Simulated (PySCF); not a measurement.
# C⁺: excitation energy

C⁺ [He] 2s2 2p1 (2P) → C⁺ [He] 2s2 3d1 (2D), as a difference of total energies. Computed with PySCF 2.14 in aug-cc-pCVTZ-DK with one added diffuse shell each of s, p, d, f type (8s7p5d3f, 75 functions), with the spin-free X2C one-electron Hamiltonian (Gaussian nucleus). Correlated levels: valence: 1s2 frozen; valence and next inner shell: nothing frozen. The calculations carry no spin-orbit coupling.

```csv
method,excitation energy (cm⁻¹),error (cm⁻¹)
UHF,144760,-745
LDA,143550,-1954
PBE,142880,-2630
PBE0,144280,-1232
r2SCAN,146910,+1399
B2PLYP,142200,-3311
BLYP,143310,-2201
wB97X-V,146060,+549
r2SCAN0,147350,+1844
MP2 (valence),144710,-799
SCS-MP2 (valence),144490,-1016
MP2 (valence and next inner shell),144960,-547
SCS-MP2 (valence and next inner shell),144650,-860
```

Reference: 145510 cm⁻¹ (measured; NIST levels, between the centres of gravity of the two terms).

Errors of the correlated levels include the incompleteness of this basis and the frozen core.
